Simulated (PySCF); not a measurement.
# UHF on Sr (strontium, neutral)

Configuration: [Kr] 5p2, high-spin 3P determinant (an excited configuration). All numbers are calculated (PySCF 2.14, the non-relativistic Hamiltonian (point nucleus), in dyall-av2z (22s16p11d, 125 functions)).

- Total energy: -3131.402888 hartree
- One-electron energy: -4334.8527 hartree
- Hartree (Coulomb) energy: 1305.3781 hartree
- Exchange energy: -101.9283 hartree
- Kinetic energy: 3131.39716 hartree
- ⟨S²⟩: 2.0000
- ⟨L²⟩: 2.000
- Sum of ⟨r⟩: 33.95 bohr
- Sum of ⟨r²⟩: 101.4 bohr²
- Traceless quadrupole moment −½Σ⟨3z² − r²⟩ along its main axis: 14.9 e·bohr²
- Density at the nucleus (Gaussians lack the cusp): 37900 bohr⁻³
- Spin density at the nucleus: 0.134 bohr⁻³
- Langevin diamagnetic susceptibility: -80.3 ×10⁻⁶ cm³/mol

| shell | electrons | mean orbital energy (eV) | spread (eV) | rms radius, mean of both spins (bohr) |
| --- | --- | --- | --- | --- |
| 1s α | 1 | -15885.3 | 0 | 0.0465 |
| 1s β | 1 | -15885.3 | 0 | 0.0465 |
| 2s α | 1 | -2189.9 | 0 | 0.192 |
| 2s β | 1 | -2189.9 | 0 | 0.192 |
| 2p α | 3 | -1988.7 | 0.009 | 0.168 |
| 2p β | 3 | -1988.6 | 0.020 | 0.168 |
| 3s α | 1 | -368.99 | 0 | 0.535 |
| 3s β | 1 | -368.95 | 0 | 0.535 |
| 3p α | 3 | -293.53 | 0.002 | 0.540 |
| 3p β | 3 | -293.48 | 0.059 | 0.540 |
| 3d α | 5 | -157.30 | 0.036 | 0.545 |
| 3d β | 5 | -157.28 | 0.056 | 0.545 |
| 4s α | 1 | -53.893 | 0 | 1.48 |
| 4s β | 1 | -53.717 | 0 | 1.48 |
| 4p α | 3 | -32.253 | 0.022 | 1.68 |
| 4p β | 3 | -32.083 | 0.219 | 1.68 |
| 5p α | 2 | -3.732 | 0 | 6.11 |

A non-relativistic calculation at this Z misses sizeable relativistic shifts.

Spin-orbit constants ζ (cm⁻¹) from the X2C one-electron operator on these orbitals (non-relativistic here): bare nucleus, nucleus screened by l(l+1)(2l+1)/3 electrons, and screened by the Breit-Pauli mean field of the electrons.

```json
{"shell": "2p", "bare": "344600", "screened nucleus": "326500", "mean field": "317700"}
{"shell": "3p", "bare": "52490", "screened nucleus": "49720", "mean field": "48090"}
{"shell": "3d", "bare": "7668", "screened nucleus": "5650", "mean field": "5340"}
{"shell": "4p", "bare": "5360", "screened nucleus": "5078", "mean field": "4886"}
{"shell": "5p", "bare": "246.4", "screened nucleus": "233.4", "mean field": "223.7"}
```

To first order the Landé constant is A = 111.9 cm⁻¹, so the lowest level has J = 0 and lies 0.0277 eV below the centre of the term. This holds in LS coupling only.
